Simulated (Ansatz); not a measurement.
Consider the redistribution: `B[CH2][AlH2]` + `F[SiH2]O[SiH2]Cl` → `B[SiH2]O[SiH2]F` + `[AlH2][CH2]Cl`.

Isolated molecules relaxed with PBE0-D4/def2-TZVP in Ansatz; ΔE leaves out vibrations. CCSD(T)/CBS is the MP2 limit (def2-TZVPP, def2-QZVPP) plus CCSD(T) − MP2 in def2-TZVPP, frozen cores. DFT in def2-TZVPP. B3LYP here is the variant with VWN-RPA as its local correlation; programs differ in this. One conformer a species, not always the lowest.

(1) Is it downhill or uphill in electronic energy at CCSD(T)/CBS, and by how much? (Estimate.)

(2) What do these levels give: PBE-D4, r2SCAN-D4, B3LYP-D4, r2SCAN, HF/def2-TZVPP, HF/def2-QZVPP? (Best estimate.)

Largest T1 diagnostic among the species: 0.012.

Answers

(1) Ansatz gave: Uphill: ΔE = +252.6 kJ/mol.

(2) Computed: PBE-D4 244.9, r2SCAN-D4 258.2, B3LYP-D4 247.9, r2SCAN 258.1, HF/def2-TZVPP 246.6, HF/def2-QZVPP 247.2 kJ/mol.

From PBE to PBE0 (25 % exact exchange), in def2-TZVPP and without D4, ΔE moves by +5.2 kJ/mol. In def2-TZVPP, CCSD(T) changes the Hartree–Fock value by +5.1 kJ/mol (the triples alone add +1.5 kJ/mol) and MP2 by +19.6 kJ/mol.
